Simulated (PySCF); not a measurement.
Isomers of C7H10OP2, mass 172.021 u with the commonest isotopes. Method used: PBE0/pcSseg-1 in PySCF (dipole) on a GFN2-xTB geometry, gas phase. One conformer each, none proved a minimum here; rigid rotors.

Problem. Order these by rotational constant B, largest first.
A. `[CH:1]#[C:2][P@@H:3](=[O:4])[C:5]#[C:6][P:7]([CH3:8])[CH2:9][CH3:10]` with C6–P7–C9–C10 72°
B. `[CH3:1][CH2:2][c:3]1[cH:4][cH:5][p:6][c:7]([O:8][CH3:9])[p:10]1` with C1–C2–C3–C4 -82°, P6–C7–O8–C9 -1°
C. `[CH3:1][CH2:2][c:3]1[cH:4][c:5]([O:6][CH3:7])[p:8][cH:9][p:10]1` with C1–C2–C3–C4 84°, C4–C5–O6–C7 -179°

Solution. C (707.2 MHz), B (662.5 MHz), A (479.5 MHz).

Problem. Order these by rotational constant A, smallest first.
A. `[CH3:1][CH2:2][c:3]1[cH:4][cH:5][p:6][c:7]([O:8][CH3:9])[p:10]1` with C1–C2–C3–C4 -82°, P6–C7–O8–C9 -1°
B. `[CH:1]#[C:2][P@@H:3](=[O:4])[C:5]#[C:6][P:7]([CH3:8])[CH2:9][CH3:10]` with C6–P7–C9–C10 72°
C. `[CH3:1][CH2:2][c:3]1[cH:4][c:5]([O:6][CH3:7])[p:8][cH:9][p:10]1` with C1–C2–C3–C4 84°, C4–C5–O6–C7 -179°

Solution. B (1480 MHz), C (1578 MHz), A (1918 MHz).

Problem. Order these by out-of-plane moment Σ m c² = (Ia + Ib − Ic)/2, smallest first.
A. `[CH3:1][CH2:2][c:3]1[cH:4][c:5]([O:6][CH3:7])[p:8][cH:9][p:10]1` with C1–C2–C3–C4 84°, C4–C5–O6–C7 -179°
B. `[CH3:1][CH2:2][c:3]1[cH:4][cH:5][p:6][c:7]([O:8][CH3:9])[p:10]1` with C1–C2–C3–C4 -82°, P6–C7–O8–C9 -1°
C. `[CH:1]#[C:2][P@@H:3](=[O:4])[C:5]#[C:6][P:7]([CH3:8])[CH2:9][CH3:10]` with C6–P7–C9–C10 72°

Solution. A (25.17 u·Å²), B (26.06 u·Å²), C (45.38 u·Å²).

| SMILES | point group | Ia (u·Å²) | Ib (u·Å²) | Ic (u·Å²) | κ | μa (D) | μb (D) | μc (D) |
| --- | --- | --- | --- | --- | --- | --- | --- | --- |
| CCc1cc(OC)pcp1 | C1 | 320.20 | 714.66 | 984.52 | -0.64 | 0.85 | 1.56 | 0.11 |
| C#C[P@@H](=O)C#CP(C)CC | C1 | 341.51 | 1053.94 | 1304.69 | -0.83 | 2.59 | 3.06 | 0.87 |
| CCc1ccpc(OC)p1 | C1 | 263.46 | 762.83 | 974.17 | -0.79 | 0.35 | 1.04 | 0.16 |
